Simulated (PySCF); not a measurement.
CH3, SMILES [CH3+], charge +1.

The structure is a stationary point at ωB97X-D3(BJ)/def2-TZVPD.

Computed with B3LYP/def2-TZVPD (PySCF).

Symmetry labels are those of the subgroup C2v that the program uses (full group D3h).

Computed valence orbital energies around the gap with their symmetry:
```csv
orbital,symmetry,energy (eV)
HOMO−3,A1,-289.43
HOMO−2,A1,-28.50
HOMO−1,A1,-21.41
HOMO,B1,-21.41
LUMO,B2,-13.25
LUMO+1,A1,-5.68
LUMO+2,B1,-3.93
LUMO+3,A1,-3.93
```
